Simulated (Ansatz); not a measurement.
The cluster Re₄⁺. Total charge 1; quartet. Geometry PBE0-D4/def2-SVP; atoms count from 1.

```xyz
4

Re    0.271    1.441    0.548
Re   -0.441   -0.512    1.411
Re   -0.135    0.525   -1.468
Re    0.305   -1.454   -0.492
```

In the def2 sets Re takes a core potential; there is no spin–orbit coupling. The structure comes from a short search, and lower isomers may exist.

(1) Estimate the Mulliken populations from the PBE0/def2-TZVP orbitals of Ansatz.

(2) Where does the spin sit?

(3) And the Mayer bond orders between heavy atoms (over 0.3)?

## Answers

(1) 
```json
{"atom": "Re1", "charge (e)": "0.25", "spin (α − β)": "0.75", "d electrons": "5.51"}
{"atom": "Re2", "charge (e)": "0.25", "spin (α − β)": "0.75", "d electrons": "5.50"}
{"atom": "Re3", "charge (e)": "0.25", "spin (α − β)": "0.75", "d electrons": "5.50"}
{"atom": "Re4", "charge (e)": "0.25", "spin (α − β)": "0.75", "d electrons": "5.50"}
```
Mulliken values depend strongly on the basis.

(2) Summed by element: Re 3.00, of 3 unpaired in all. Largest on single atoms: Re1 0.75, Re2 0.75, Re3 0.75.

(3) Re1–Re2 2.59 (2.25 Å); Re1–Re3 2.59 (2.25 Å); Re1–Re4 0.40 (3.08 Å); Re2–Re3 0.40 (3.08 Å); Re2–Re4 2.59 (2.25 Å); Re3–Re4 2.59 (2.25 Å).
